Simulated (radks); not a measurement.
Values are calculated unless marked as measured or tabulated.
Initial-state core-level shifts of the calcium ion Ca+ when its valence configuration changes from [Ar] 4s1. Code: a radial shooting solver on a logarithmic mesh with Libxc functionals. Model: scalar-relativistic Kohn-Sham, PBE, spin-polarised, spherical densities, finite nucleus; open shells are filled with parallel spins first; Fermi nuclear charge, rms radius 3.4776 fm. Shifts are changes of the shell-averaged eigenvalues in eV (positive: less bound); the change of the density at the nucleus, which sets a Mossbauer isomer shift, is in e/bohr^3, on a base of 6192.

| valence | 1s | 2s | 2p | 3p | density at nucleus |
|---|---|---|---|---|---|
| 4p1 | -1.277 | -1.281 | -1.278 | -1.224 | -2.9132 |
| 3d0.5 4s0.5 | +2.066 | +2.450 | +2.414 | +2.037 | -1.9875 |
| 3d1 | +3.711 | +4.403 | +4.339 | +3.719 | -3.6711 |
| 4s0.5 4p0.5 | -0.638 | -0.640 | -0.639 | -0.614 | -1.4652 |
